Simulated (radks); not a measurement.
Numerical settings for the niobium ion Nb3+, [Kr] 4d2. Calculated with a radial shooting solver on a logarithmic mesh with Libxc functionals: Dirac Kohn-Sham, PBE, spin-unpolarised, spherical densities, point nucleus; open shells are shared between the two j in proportion to 2j + 1. The defaults (mesh step 0.008 in ln r, mesh end at 40 bohr or more with all orbitals vanishing there, Anderson mixing 0.5 over 9 steps, residual threshold near 1e-9 with the energy settled to 1e-9 hartree or 1e-11 of itself, here a cap of 53 iterations) give E = -3818.4424 hartree and 4d5/2 at -30.497 eV in 14 iterations. Run on one thread of a shared host, so times are rough (Arm Neoverse V2): 0.11 s of CPU time, 0.11 s wall, 14 iterations on 2476 mesh points. Changes against that run (0 stands for a change within the tolerance of the run):

mesh step in ln r 0.05: iterations 14; converged yes; E (mhartree) +0.00282; e(4d5/2) (meV) 0; CPU (s) 0.02
mesh step in ln r 0.2: iterations 2; converged no; E (mhartree) diverged; CPU (s) 0.02
mesh step in ln r 0.003: iterations 14; converged yes; E (mhartree) 0; e(4d5/2) (meV) 0; CPU (s) 0.28
mesh end (bohr) 12: iterations 14; converged yes; E (mhartree) 0; e(4d5/2) (meV) 0; CPU (s) 0.11
mesh end (bohr) 8: iterations 14; converged yes; E (mhartree) +0.00281; e(4d5/2) (meV) +0.233; CPU (s) 0.1
residual threshold 1e-05: iterations 9; converged yes; E (mhartree) 0; e(4d5/2) (meV) +0.0655; CPU (s) 0.09
residual threshold 0.1: iterations 8; converged yes; E (mhartree) +0.000349; e(4d5/2) (meV) -7.71; CPU (s) 0.08
mixing 0.01: iterations 19; converged yes; E (mhartree) 0; e(4d5/2) (meV) 0; CPU (s) 0.14
linear mixing, mixing 0.05: iterations 53; converged no; E (mhartree) +0.85; e(4d5/2) (meV) -841; CPU (s) 0.39
linear mixing, mixing 0.5: iterations 30; converged yes; E (mhartree) 0; e(4d5/2) (meV) 0; CPU (s) 0.19
mixing history 2: iterations 19; converged yes; E (mhartree) 0; e(4d5/2) (meV) 0; CPU (s) 0.13
iteration cap 3: iterations 3; converged no; E (mhartree) +10.6; e(4d5/2) (meV) -980; CPU (s) 0.03

No run marked as converged misses the energy by more than 1 mhartree. A mesh that ends early acts as a hard wall.
